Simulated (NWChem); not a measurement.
System: C₂H₇In; SMILES [CH3][InH][CH3]

Input file for NWChem:

```
start job
memory heap 200 mb stack 900 mb global 1100 mb
geometry units angstroms noautoz
  In    -0.228113     0.001366    -0.035231
  H     -1.971849     0.000566    -0.117559
  C      0.821966    -1.898702    -0.027721
  H      0.476669    -2.515495     0.816735
  H      1.910537    -1.767965     0.050081
  H      0.596578    -2.452736    -0.952565
  C      0.820905     1.899816     0.053054
  H      0.481560     2.475813     0.928179
  H      0.589212     2.497170    -0.842765
  H      1.909917     1.765497     0.117011
end
basis spherical
  * library def2-svp
end
ecp
  In library def2-ecp
end
dft
  xc pbe0
  iterations 150
end
tddft
  cis
  nroots 8
  notriplet
end
task tddft energy
```

NWChem printed, in part:

```
             Northwest Computational Chemistry Package (NWChem) 7.3.0
             --------------------------------------------------------

 C1  symmetry detected

                             Geometry "geometry" -> ""
                             -------------------------

 Output coordinates in angstroms (scale by  1.889725989 to convert to a.u.)

  No.       Tag          Charge          X              Y              Z
 ---- ---------------- ---------- -------------- -------------- --------------
    1 In                  49.0000    -0.26768387     0.00005276     0.00015005
    2 H                    1.0000    -2.01335924    -0.00205481    -0.00246298
    3 C                    6.0000     0.78300557    -1.89969259     0.00013186
    4 H                    1.0000     0.47705204    -2.49828828     0.87239627
    5 H                    1.0000     1.87389912    -1.76760687     0.02536626
    6 H                    1.0000     0.51603939    -2.47322400    -0.90146706
    7 C                    6.0000     0.78290903     1.89968430     0.00006202
    8 H                    1.0000     0.48344590     2.49425958     0.87731535
    9 H                    1.0000     0.51014367     2.47789937    -0.89674984
   10 H                    1.0000     1.87380125     1.76647931     0.01708634

 Effective nuclear repulsion energy (a.u.)     246.9381469967

                                 NWChem DFT Module
                                 -----------------

 Summary of "ao basis" -> "ao basis" (spherical)
 ------------------------------------------------------------------------------
       Tag                 Description            Shells   Functions and Types
 ---------------- ------------------------------  ------  ---------------------
 In                         def2-svp                10       26   4s4p2d
 H                          def2-svp                 3        5   2s1p
 C                          def2-svp                 6       14   3s2p1d

            General Information
            -------------------
          SCF calculation type: DFT
          Wavefunction type:  closed shell.
          No. of atoms     :    10
          No. of electrons :    40
           Alpha electrons :    20
            Beta electrons :    20
          Charge           :     0
          Spin multiplicity:     1
          Use of symmetry is: off; symmetry adaption is: off
          Maximum number of iterations: 150
          AO basis - number of functions:    89
                     number of shells:    43
          Convergence on energy requested:  1.00D-06
          Convergence on density requested:  1.00D-05
          Convergence on gradient requested:  5.00D-04

              XC Information
              --------------
                         PBE0 Method XC Functional
                     Hartree-Fock (Exact) Exchange  0.250
          PerdewBurkeErnzerhof Exchange Functional  0.750
            Perdew 1991 LDA Correlation Functional  1.000 local
           PerdewBurkeErnz. Correlation Functional  1.000 non-local

             Grid Information
             ----------------
          Grid used for XC integration:  medium
          Radial quadrature: Mura-Knowles
          Angular quadrature: Lebedev.
          Tag              B.-S. Rad. Rad. Pts. Rad. Cut. Ang. Pts.
          ---              ---------- --------- --------- ---------
          In                  1.55      123           9.0       590
          H                   0.35       45          13.0       434
          C                   0.70       49          11.0       434
          Grid pruning is: on
          Number of quadrature shells:   536
          Spatial weights used:  Erf1

      Superposition of Atomic Density Guess
      -------------------------------------

 Sum of atomic energies:        -296.79487601

      Non-variational initial energy
      ------------------------------

 Total energy =    -269.221069
 1-e energy   =    -685.660851
 2-e energy   =     292.134787
 HOMO         =      -0.305922
 LUMO         =       0.000921

   convergence    iter        energy       DeltaE   RMS-Dens  Diis-err
 ---------------- ----- ----------------- --------- --------- ---------
 d= 0,ls=0.0,diis     1   -270.3273120620 -3.95D+02  8.76D-03  2.07D-01
 d= 0,ls=0.0,diis     2   -270.3430794490 -1.58D-02  3.60D-03  1.15D-01
 d= 0,ls=0.0,diis     3   -270.3575801395 -1.45D-02  1.01D-03  1.46D-02
 d= 0,ls=0.0,diis     4   -270.3596234388 -2.04D-03  1.41D-04  4.77D-05
 d= 0,ls=0.0,diis     5   -270.3596303113 -6.87D-06  4.70D-05  1.21D-05
  Resetting Diis
 d= 0,ls=0.0,diis     6   -270.3596320263 -1.71D-06  6.31D-06  2.91D-07
 d= 0,ls=0.0,diis     7   -270.3596320587 -3.24D-08  1.19D-06  4.51D-09

         Total DFT energy =     -270.359632058699
      One electron energy =     -688.997696068534
           Coulomb energy =      324.356731869031
    Exchange-Corr. energy =      -30.023662583298
 Nuclear repulsion energy =      124.304994724102

 Numeric. integr. density =       39.999976561222

                       DFT Final Molecular Orbital Analysis
                       ------------------------------------

 Vector   18  Occ=2.000000D+00  E=-3.930789D-01
              MO Center=  6.4D-01, -2.6D-02, -1.3D-02, r^2= 6.0D+00
   Bfn.  Coefficient  Atom+Function         Bfn.  Coefficient  Atom+Function
  ----- ------------  ---------------      ----- ------------  ---------------
    37      0.307363   3 C  pz               66     -0.303740   7 C  pz
    56     -0.226393   6 H  s                80      0.222157   9 H  s
    46      0.220937   4 H  s                75     -0.219975   8 H  s
    40      0.140543   3 C  pz               69     -0.138843   7 C  pz
    57     -0.097139   6 H  s                81      0.095343   9 H  s

 Vector   19  Occ=2.000000D+00  E=-2.725125D-01
              MO Center= -6.6D-01,  1.0D-02, -4.5D-04, r^2= 3.9D+00
   Bfn.  Coefficient  Atom+Function         Bfn.  Coefficient  Atom+Function
  ----- ------------  ---------------      ----- ------------  ---------------
    27     -0.337595   2 H  s                11      0.323372   1 In px
    28     -0.260145   2 H  s                21      0.165175   1 In d  2
    65     -0.162910   7 C  py               36      0.158817   3 C  py
    64     -0.142622   7 C  px               35     -0.140737   3 C  px
    68     -0.115026   7 C  py                8     -0.111885   1 In px

[...]

                                NWChem TDDFT Module
                                -------------------

            General Information
            -------------------
           No. of orbitals :     178
            Alpha orbitals :      89
             Beta orbitals :      89
        Alpha frozen cores :       0
         Beta frozen cores :       0
     Alpha frozen virtuals :       0
      Beta frozen virtuals :       0
         Spin multiplicity :       1
    Number of AO functions :      89
        Use of symmetry is : off
      Symmetry adaption is : off
         Schwarz screening :  0.10D-07

              XC Information
              --------------
                  PBE0 Method XC Functional
              Hartree-Fock (Exact) Exchange   0.25
   PerdewBurkeErnzerhof Exchange Functional   0.75
     Perdew 1991 LDA Correlation Functional   1.00 local
    PerdewBurkeErnz. Correlation Functional   1.00 non-local

             TDDFT Information
             -----------------
          Calculation type : Tamm-Dancoff TDDFT
         Wavefunction type : Restricted singlets
          No. of electrons :      40
           Alpha electrons :      20
            Beta electrons :      20
              No. of roots :       8
          Max subspacesize :    5600
            Max iterations :     100
               Target root :       1
           Target symmetry : none
      Symmetry restriction : off
                 Algorithm : Optimal
        Davidson threshold :  0.10D-03

    8 smallest eigenvalue differences (eV)
--------------------------------------------------------
  No. Spin  Occ  Vir  Irrep   E(Occ)    E(Vir)   E(Diff)
--------------------------------------------------------
    1    1   20   21 a        -0.264    -0.042     6.029
    2    1   19   21 a        -0.273    -0.042     6.268
    3    1   20   22 a        -0.264     0.021     7.761
    4    1   19   22 a        -0.273     0.021     7.999
    5    1   20   23 a        -0.264     0.051     8.572
    6    1   19   23 a        -0.273     0.051     8.811
    7    1   18   21 a        -0.393    -0.042     9.549
    8    1   17   21 a        -0.395    -0.042     9.592
--------------------------------------------------------

  Entering Davidson iterations
  Restricted singlet excited states

  Iter   NTrls   NConv    DeltaV     DeltaE      Time
  ----  ------  ------  ---------  ---------  ---------
    1      8       0     0.95E-01   0.10+100        5.5
    2     16       0     0.20E-01   0.15E-01        5.5
    3     24       0     0.75E-02   0.71E-03        5.4
    4     32       2     0.64E-02   0.52E-03        5.5
    5     38       4     0.18E-02   0.11E-03        4.6
    6     42       7     0.22E-03   0.27E-05        3.7
    7     43       8     0.80E-04   0.47E-07        2.3
  ----  ------  ------  ---------  ---------  ---------
  Convergence criterion met

  Ground state a        -270.359632058699 a.u.

  ----------------------------------------------------------------------------
  Root   1 singlet a              0.170763141 a.u.                4.6467 eV
  ----------------------------------------------------------------------------
     Transition Moments    X -0.00013   Y  0.00105   Z -0.00069
     Dipole Oscillator Strength                    0.0000001803
     Electric Quadrupole                           0.0000000733
     Magnetic Dipole                               0.0000014350
     Total Oscillator Strength                     0.0000016886

     Occ.   20  a   ---  Virt.   21  a        0.99843
  ----------------------------------------------------------------------------
  Root   2 singlet a              0.179106237 a.u.                4.8737 eV
  ----------------------------------------------------------------------------
     Transition Moments    X -0.00046   Y  0.00008   Z -0.08210
     Dipole Oscillator Strength                    0.0008047986
     Electric Quadrupole                           0.0000001349
     Magnetic Dipole                               0.0000020480
     Total Oscillator Strength                     0.0008069816

     Occ.   19  a   ---  Virt.   21  a       -0.99899
  ----------------------------------------------------------------------------
  Root   3 singlet a              0.256782617 a.u.                6.9874 eV
  ----------------------------------------------------------------------------
     Transition Moments    X  0.00493   Y -1.26341   Z -0.00052
     Dipole Oscillator Strength                    0.2732575987
     Electric Quadrupole                           0.0000009094
     Magnetic Dipole                               0.0000002187
     Total Oscillator Strength                     0.2732587268

     Occ.   18  a   ---  Virt.   21  a       -0.14456
     Occ.   19  a   ---  Virt.   23  a        0.15126
     Occ.   19  a   ---  Virt.   28  a       -0.08145
     Occ.   20  a   ---  Virt.   22  a       -0.95230
     Occ.   20  a   ---  Virt.   24  a       -0.07597
     Occ.   20  a   ---  Virt.   25  a        0.13689
  ----------------------------------------------------------------------------
  Root   4 singlet a              0.264801743 a.u.                7.2056 eV
  ----------------------------------------------------------------------------
     Transition Moments    X -0.72909   Y -0.01419   Z  0.00028
     Dipole Oscillator Strength                    0.0938760102
     Electric Quadrupole                           0.0000009155
     Magnetic Dipole                               0.0000000000
     Total Oscillator Strength                     0.0938769257

     Occ.   15  a   ---  Virt.   21  a        0.08884
     Occ.   19  a   ---  Virt.   22  a       -0.94385
     Occ.   19  a   ---  Virt.   24  a       -0.20885
     Occ.   20  a   ---  Virt.   23  a        0.20783
     Occ.   20  a   ---  Virt.   28  a       -0.05352
  ----------------------------------------------------------------------------
  Root   5 singlet a              0.273869600 a.u.                7.4524 eV
  ----------------------------------------------------------------------------
     Transition Moments    X  0.68118   Y -0.00919   Z -0.00052
     Dipole Oscillator Strength                    0.0847332930
     Electric Quadrupole                           0.0000005222
     Magnetic Dipole                               0.0000000001
     Total Oscillator Strength                     0.0847338153

     Occ.   15  a   ---  Virt.   21  a       -0.06389
     Occ.   19  a   ---  Virt.   22  a        0.16944
     Occ.   19  a   ---  Virt.   24  a        0.13149
     Occ.   19  a   ---  Virt.   25  a       -0.06105
     Occ.   20  a   ---  Virt.   23  a        0.96675
     Occ.   20  a   ---  Virt.   28  a        0.05705
  ----------------------------------------------------------------------------
  Root   6 singlet a              0.281967454 a.u.                7.6727 eV
  ----------------------------------------------------------------------------
     Transition Moments    X -0.00375   Y -1.01415   Z -0.00034
     Dipole Oscillator Strength                    0.1933397644
     Electric Quadrupole                           0.0000000001
     Magnetic Dipole                               0.0000042561
     Total Oscillator Strength                     0.1933440206

     Occ.   18  a   ---  Virt.   21  a       -0.06747
     Occ.   19  a   ---  Virt.   23  a       -0.97044
     Occ.   20  a   ---  Virt.   22  a       -0.11007
     Occ.   20  a   ---  Virt.   25  a        0.17239
     Occ.   20  a   ---  Virt.   27  a       -0.06881
  ----------------------------------------------------------------------------
  Root   7 singlet a              0.307362990 a.u.                8.3638 eV
  ----------------------------------------------------------------------------
     Transition Moments    X  0.00007   Y -0.00338   Z -0.00302
     Dipole Oscillator Strength                    0.0000042114
     Electric Quadrupole                           0.0000000059
     Magnetic Dipole                               0.0000000572
     Total Oscillator Strength                     0.0000042746

     Occ.   17  a   ---  Virt.   21  a        0.99837
  ----------------------------------------------------------------------------
  Root   8 singlet a              0.308300395 a.u.                8.3893 eV
  ----------------------------------------------------------------------------
     Transition Moments    X  0.00023   Y  0.44834   Z  0.00128
     Dipole Oscillator Strength                    0.0413137380
     Electric Quadrupole                           0.0000001068
     Magnetic Dipole                               0.0000001108
     Total Oscillator Strength                     0.0413139556

     Occ.   18  a   ---  Virt.   21  a       -0.82522
     Occ.   20  a   ---  Virt.   24  a        0.50698
     Occ.   20  a   ---  Virt.   25  a       -0.21812
     Occ.   20  a   ---  Virt.   27  a        0.06568

              Target root =      1
          Target symmetry = none
      Ground state energy =   -270.359632058699
        Excitation energy =      0.170763140858
     Excited state energy =   -270.188868917841

  stored tddft:energy   -270.18886891784126
```

Level: PBE0/def2-SVP with def2 effective core potentials on In, TDA. Coordinates come from a PBE0/def2-SVP optimisation. def2 effective core potentials on In; no spin-orbit coupling.
